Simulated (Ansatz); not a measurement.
Cartesian coordinates (Å):
```xyz
13

Mo    -0.2291    -0.1214    -0.3267
O     -1.5364     0.3398    -1.7016
H     -2.3328     0.7451    -1.3059
O     -1.5141     0.6911     0.9001
H     -2.1823     0.0317     1.1722
O      0.7463    -0.4206    -1.9188
H      0.3313    -0.1000    -2.7457
O      1.1323    -1.0228     0.7338
H      1.9472    -0.4974     0.8527
O     -1.1021    -1.7652     0.0730
H     -0.6276    -2.3063     0.7369
O      0.6685     1.5080     0.0559
H      0.4043     1.9527     0.8857
```
Charge 0, spin multiplicity 1.

Calculation: frozen-core CCSD(T)/def2-TZVPP // TPSS-D3(BJ)/def2-SVP (Ansatz, a program for electronic structure).

| Quantity | Result |
|---|---|
| HF energy | -520.44557 Ha |
| MP2 correlation energy | -2.10673 Ha |

**Question.** Estimate the CCSD correlation energy, the (T) correction, the total energy and the T1 diagnostic.

**Answer.** 
The CCSD correlation energy comes out as -2.04161 Ha and the (T) correction is -0.11088 Ha. The CCSD(T) total energy is -522.59807 Ha and the T1 diagnostic is 0.028.
